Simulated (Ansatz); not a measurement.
Ge(vinyl)3(NHtBu) (C10H19GeN). Charge 0, multiplicity 1. Geometry PBE-D4/def2-SVP.

| atom | x (Å) | y (Å) | z (Å) |
| --- | --- | --- | --- |
| Ge1 | 0.212 | 0.502 | -1.108 |
| C2 | 1.396 | -0.243 | -2.477 |
| C3 | 0.987 | -0.712 | -3.671 |
| H4 | 2.479 | -0.243 | -2.244 |
| H5 | -0.081 | -0.726 | -3.955 |
| H6 | 1.697 | -1.108 | -4.418 |
| C7 | -1.662 | 0.164 | -1.598 |
| C8 | -2.140 | -1.047 | -1.950 |
| H9 | -2.357 | 1.025 | -1.588 |
| H10 | -1.495 | -1.943 | -1.977 |
| H11 | -3.199 | -1.206 | -2.220 |
| C12 | 0.495 | 2.431 | -0.946 |
| C13 | 1.298 | 2.961 | -0.006 |
| H14 | 0.006 | 3.097 | -1.683 |
| H15 | 1.803 | 2.312 | 0.732 |
| H16 | 1.486 | 4.047 | 0.070 |
| N17 | 0.818 | -0.287 | 0.466 |
| C18 | 0.039 | -0.524 | 1.695 |
| C19 | -0.752 | -1.848 | 1.609 |
| C20 | 1.034 | -0.596 | 2.871 |
| C21 | -0.936 | 0.642 | 1.925 |
| H22 | 1.421 | -1.091 | 0.260 |
| H23 | -1.310 | -2.055 | 2.547 |
| H24 | -1.480 | -1.813 | 0.774 |
| H25 | -0.065 | -2.701 | 1.432 |
| H26 | 1.770 | -1.412 | 2.712 |
| H27 | 0.515 | -0.792 | 3.832 |
| H28 | 1.597 | 0.355 | 2.959 |
| H29 | -1.690 | 0.703 | 1.113 |
| H30 | -0.400 | 1.610 | 1.971 |
| H31 | -1.487 | 0.500 | 2.876 |

Q: Estimate the orbital energies around the gap (eV) in Ansatz with PBE-D4/def2-SVP, PBE-D4/def2-TZVP, r2SCAN-D4/def2-TZVP, PBE0-D4/def2-SVP, BHLYP-D4/def2-TZVP.

A: 
```tsv
orbital	PBE-D4/def2-SVP	PBE-D4/def2-TZVP	r2SCAN-D4/def2-TZVP	PBE0-D4/def2-SVP	BHLYP-D4/def2-TZVP
HOMO−9	-8.46	-8.55	-8.91	-9.97	-11.46
HOMO−8	-8.10	-8.18	-8.48	-9.53	-10.88
HOMO−7	-7.88	-7.97	-8.27	-9.33	-10.72
HOMO−6	-7.59	-7.66	-7.92	-8.94	-10.21
HOMO−5	-7.23	-7.32	-7.58	-8.58	-9.83
HOMO−4	-7.06	-7.15	-7.40	-8.38	-9.62
HOMO−3	-6.68	-6.78	-6.99	-7.87	-8.87
HOMO−2	-6.43	-6.53	-6.75	-7.62	-8.66
HOMO−1	-6.26	-6.37	-6.57	-7.41	-8.41
HOMO	-4.87	-5.03	-5.28	-6.23	-7.60
LUMO	-1.46	-1.63	-1.46	-0.53	0.38
LUMO+1	-1.20	-1.40	-1.20	-0.19	0.70
LUMO+2	-0.67	-0.89	-0.65	0.41	1.29
LUMO+3	0.68	0.19	0.76	1.56	1.70
LUMO+4	1.33	0.89	1.50	2.22	2.40
LUMO+5	1.60	1.14	1.77	2.53	2.62
```
